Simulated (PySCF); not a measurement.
**Pd²⁺: interval between two levels**

Pd²⁺ [Kr] 4d8 [3F4, M_J = 4] → Pd²⁺ [Kr] 4d7 5p1 [5G6, M_J = 6], as a difference of total energies. Computed with PySCF 2.14 in x2c-TZVPall-2c with one added diffuse shell each of s, p, d type (9s10p8d1f, 86 functions), with the two-component X2C-1e Hamiltonian. Correlated levels: [Ar] 3d10 frozen; the 6 highest virtual spinors dropped. "Screened" scales the spin-orbit matrix elements by Boettger's factors to mimic the two-electron term; Breit and QED terms are absent.

| method | interval between two levels (cm⁻¹) |
| --- | --- |
| GHF (spin-free) | 101400 |
| GMP2 (spin-free) | 106070 |
| GHF (screened spin-orbit) | 101940 |
| GMP2 (screened spin-orbit) | 106660 |

The labels give the starting determinants; with spin-orbit coupling the two ends relaxed to ⟨J²⟩ = 20.01, ⟨L²⟩ = 12.06, ⟨S²⟩ = 2.00 and ⟨J²⟩ = 42.01, ⟨L²⟩ = 20.27, ⟨S²⟩ = 5.91.
